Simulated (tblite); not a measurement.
**Question.** What does the GFN2-xTB structure of `C(C#C[Si@H](C)P)=O` look like in three dimensions?

**Answer.** 
```xyz
14
C4H7OPSi angstrom
C     -1.816    1.477    0.248
Si    -1.104   -0.113   -0.511
P     -1.806   -1.885    0.695
C      0.753   -0.016   -0.467
C      1.961   -0.023   -0.365
C      3.385   -0.017   -0.268
O      4.030    0.557    0.568
H     -1.551    2.347   -0.345
H     -1.443    1.635    1.256
H     -2.900    1.425    0.300
H     -1.490   -0.311   -1.915
H     -0.940   -1.672    1.755
H     -0.943   -2.786    0.095
H      3.863   -0.619   -1.069
```

Orientation and origin are arbitrary. Atoms count from 1 in this order. The C–C distances run from 1.212 Å (C4≡C5, drawn triple) to 1.427 Å (C5–C6, drawn single), a spread of 0.215 Å. P3 (three-coordinate phosphorus) is pyramidal (angles 95.4°, 94.9° and 92.4°, sum 282.8°, 0.84 Å off the plane of its three neighbours). The C–Si distances run from 1.860 Å (Si2–C4, drawn single) to 1.900 Å (C1–Si2, drawn single), a spread of 0.040 Å. Si2 (SiH silicon) is distorted tetrahedral (angles from 107.0° to 113.3°).

Bonds between heavy atoms (Å): C1–Si2 1.900, Si2–P3 2.255, Si2–C4 1.860, C4≡C5 1.212, C5–C6 1.427, C6=O7 1.203.

The geometry is computed with GFN2-xTB (gas phase).

Point group: C1 (no symmetry element, even within 0.4 Å). Its GFN2-xTB frequencies are all real (lowest 34 cm⁻¹). The numbers are those of one conformer (C1–Si2–P3–H -76° and -169°). 2 starts were optimised and ended at 0.00 and 0.07 kcal/mol (GFN2-xTB); the lowest of these is shown.

On one thread, Arm Neoverse N1 (aarch64), no GPU, shared host with 64 logical CPUs at a one-minute load of 58, this took 2.0 s of wall time. This is the geometry optimisation.
